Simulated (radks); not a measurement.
Task: Species: the tellurium ion Te7+. Configuration: [Kr] 4d9. All-electron calculation, Dirac Kohn-Sham, BLYP, spin-unpolarised, spherical densities, finite nucleus; open shells are shared between the two j in proportion to 2j + 1; Fermi nuclear charge, rms radius 4.7423 fm. Program: a radial shooting solver on a logarithmic mesh with Libxc functionals. Some entries of the table are withheld. Estimate them.

orbital,occ.,eigenvalue (Ry),<1/r> (bohr^-1),r(max) (bohr)
1s1/2,2,(1),55.57,0.01793
2s1/2,2,-363.5542,12.94,0.1015
2p1/2,2,-341.1394,12.93,0.07793
2p3/2,4,-320.9526,11.96,0.08263
3s1/2,2,-78.17034,4.604,0.2928
3p1/2,2,-68.95050,4.514,0.2791
3p3/2,4,-65.18500,4.277,0.2897
3d3/2,4,-48.91169,4.129,0.2359
3d5/2,6,-48.12363,4.068,0.2389
4s1/2,2,-19.13812,1.854,0.6987
4p1/2,2,(2),1.748,0.7177
4p3/2,4,(3),1.672,0.7415
4d3/2,3.6,-10.02539,1.442,0.7929
4d5/2,5.4,-9.90668,1.424,0.8011
5s1/2,0,-6.86139,0.7837,(4)
5p1/2,0,-5.91278,0.7186,1.728
5p3/2,0,-5.76559,0.6982,1.778

Result: 
(1) 1s1/2 eigenvalue (Ry): -2330.688
(2) 4p1/2 eigenvalue (Ry): -15.93789
(3) 4p3/2 eigenvalue (Ry): -15.19931
(4) 5s1/2 r(max) (bohr): 1.595
